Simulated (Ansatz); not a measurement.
`C=C[Si@@H](O)N(C)[Si@@H](O)C=C`, charge 0, multiplicity 1.

(1) Give a relaxed structure at PBE0-D4/def2-TZVP (Ansatz 0.2.0). (Estimate.)

Results:

(1) Ansatz gave: 
Z-matrix (Å, degrees):
```
Si
N 1 1.724
C 1 1.851 2 111.4
O 1 1.651 2 112.0 3 -116.1
H 1 1.486 2 105.9 3 122.5
C 2 1.468 1 116.5 3 53.9
Si 2 1.724 1 125.7 3 -115.7
C 3 1.330 1 123.8 2 -122.6
H 3 1.090 1 117.9 2 56.6
H 4 0.958 1 116.9 2 -64.7
H 6 1.093 2 110.7 1 156.3
H 6 1.093 2 110.8 1 37.4
H 6 1.095 2 112.0 1 -82.9
C 7 1.852 2 113.4 1 109.6
O 7 1.650 2 110.3 1 -133.5
H 7 1.485 2 106.6 1 -10.9
H 8 1.086 3 121.2 1 -0.7
H 8 1.087 3 122.2 1 179.3
C 14 1.330 7 121.7 2 -110.6
H 14 1.089 7 120.1 2 68.7
H 15 0.958 7 116.8 2 54.3
H 19 1.087 14 121.6 7 -1.3
H 19 1.087 14 122.5 7 178.9
```
This is one stationary point; other conformers may exist.
